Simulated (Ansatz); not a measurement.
Species: sum formula SiOF3, charge -1, multiplicity 1. It need not be the lowest isomer of its formula. Whether it binds its extra electron was not tested at this geometry. 
Geometry from a B3LYP-D3(BJ)/def2-TZVP (Ansatz, a quantum-chemistry and plane-wave program) optimisation:
SMILES: [O-][Si](F)(F)F
```xyz
5

O      1.4290     0.3368    -0.8531
Si     0.1379     0.0325    -0.0823
F      0.1910    -1.1482     1.0372
F     -0.5165     1.2381     0.7942
F     -1.1593    -0.4399    -0.9451
```
Charge -1, spin multiplicity 1.

Basis-set convergence of Hartree-Fock and CCSD correlation energies (hartree) with Ansatz. Correlated levels leave the core frozen unless marked. Spin-orbit coupling is left out. Non-relativistic. This anion needs diffuse functions, which these sets lack.

| basis | functions | E(HF) | E(corr, CCSD) |
|---|---|---|---|
| cc-pV(D+d)Z | 79 | -662.40534 | -0.84305 |
| cc-pV(T+d)Z | 159 | -662.57864 | -1.10884 |
| cc-pV(Q+d)Z | 284 | -662.62227 | -1.20587 |
| cc-pV(5+d)Z | 464 | ___ | ___ |

What belongs in the gaps?


- cc-pV(5+d)Z, E(HF): -662.63224
- cc-pV(5+d)Z, E(corr, CCSD): -1.24205
